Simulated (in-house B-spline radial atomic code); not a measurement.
Values are calculated unless marked as measured or tabulated.
**Extrapolating the RPA correlation energy in partial waves: the potassium ion K⁷⁺**

All-electron RPA on PBE0 orbitals from an all-electron radial atomic-structure program (B-spline basis), scalar-relativistic (spin-free one-electron X2C), finite nucleus, configuration [Ne] 3s2. With empty states up to angular momentum L the sums are:

```
L  E_c(L) (hartree)
3         -0.696897
4         -0.734557
5         -0.749472
```

For large l each further wave adds A/(l + 1/2)⁴, because the basis must build the cusp where two electrons meet.

Q: Estimate the limit from L = 4 and L = 5.

A: Wave 5 adds -0.014915, against a sum of (l + 1/2)⁻⁴ of 1.09282e-03, so A = -13.648. The sum over l > 5 is ζ(4, 6.5) = 1.5223e-03, close to 1/(3 × 6³) = 1.5432e-03. The tail is -0.020776 and the limit -0.77025 hartree.

Q: How good is the estimate?

A: A run to L = 11 sums to -0.76526 and extrapolates to -0.76721 hartree, 0.10 millihartree from the run before. The estimate differs from that by -3.04 millihartree, while the bare sum at L = 5 misses 17.7 millihartree (2.3 %).
